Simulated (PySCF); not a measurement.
One of the candidates below gave these computed data.

All candidates are C6H6S.

- Rotational structure: rotational constants A, B, C: 5.659, 1.598, 1.246 GHz [GFN2-xTB]
- 13C NMR: chemical shifts (computed TMS as zero) by class: 143.1 (1 C), 134.6 (2 C), 130.9 (2 C), 128.8 (1 C) ppm [GIAO PBE0/pcSseg-1]
- 1H NMR: chemical shifts (computed TMS as zero) by class: 7.46 (2 H), 7.32 (2 H), 7.24 (1 H), 3.60 (1 H) ppm [GIAO PBE0/pcSseg-1]
- Dipole: 1.23 D [PBE0/pcSseg-1]
- NMR, other nuclei: isotropic shieldings of nuclei other than C and H, by class: 504 (1 S) ppm [GIAO PBE0/pcSseg-1]

Electronic properties: PySCF, gas phase, density fitting. Levels stand in brackets. Isolated species at its GFN2-xTB geometry (one conformer only). Each NMR value is the plain mean over a class of atoms that symmetry, rotation or inversion makes alike.

**Question.** Which candidate is it?
A. `CC(=S)C=C1C=C1`
B. `C=Cc1ccsc1`
C. `Sc1ccccc1`

**Answer.** C. It is `Sc1ccccc1`. Numbering: `[SH:1][c:2]1[cH:3][cH:4][cH:5][cH:6][cH:7]1`. Its formula, C6H6S, gives 4 degrees of unsaturation: 1 ring and 3 π bonds in the structure found (Kekulé form). 6 carbons fall into 4 classes; from least to most shielded: substituted aromatic carbon [C2] (143.1 ppm), aromatic CH carbon [C4/C6] (134.6 ppm, 2 C), aromatic CH carbon [C3/C7] (130.9 ppm, 2 C, up to 2.2 ppm apart in this geometry), aromatic CH carbon [C5] (128.8 ppm). Hydrogen classes from least to most shielded: 2 H on the meta carbons, C4/C6 (7.46 ppm), 2 H on the ortho carbons, C3/C7 (7.32 ppm), 1 H on the para carbon, C5 (7.24 ppm), 1 H on a thiol sulfur, S1 (3.60 ppm). The other shieldings belong to: 504 ppm, thiol sulfur [S1]. The optimised geometry has point group Cs and is an asymmetric top.

The others, at the same levels:
- `C=Cc1ccsc1` fails: it has 6 carbon classes against 4; its computed 13C shifts are 145.3 (1 C), 138.6 (1 C), 134.9 (1 C), 133.4 (1 C), 127.2 (1 C), 118.3 (1 C) ppm, 1H shifts are 7.61 (1 H), 7.16 (1 H), 6.95 (1 H), 6.95 (1 H), 5.97 (1 H), 5.52 (1 H) ppm and rotational constant A is 6.769 GHz (against 5.659 GHz).
- `CC(=S)C=C1C=C1` fails: it has 6 carbon classes against 4; its computed 13C shifts are 243.7 (1 C), 153.4 (1 C), 143.9 (1 C), 138.6 (1 C), 100.2 (1 C), 42.0 (1 C) ppm, 1H shifts are 9.40 (1 H), 8.38 (1 H), 6.62 (1 H), 2.91 (3 H) ppm and rotational constant A is 4.465 GHz (against 5.659 GHz).

Each candidate is one conformer, not necessarily the lowest. The conformers computed, where there is a choice (atom-mapped SMILES and torsion angles):
- `[SH:1][c:2]1[cH:3][cH:4][cH:5][cH:6][cH:7]1`: H–S1–C2–C3 180°
- `[CH2:1]=[CH:2][c:3]1[cH:4][cH:5][s:6][cH:7]1`: C1–C2–C3–C4 0°
- `[CH3:1][C:2](=[S:3])[CH:4]=[C:5]1[CH:6]=[CH:7]1`: C1–C2–C4–C5 180°
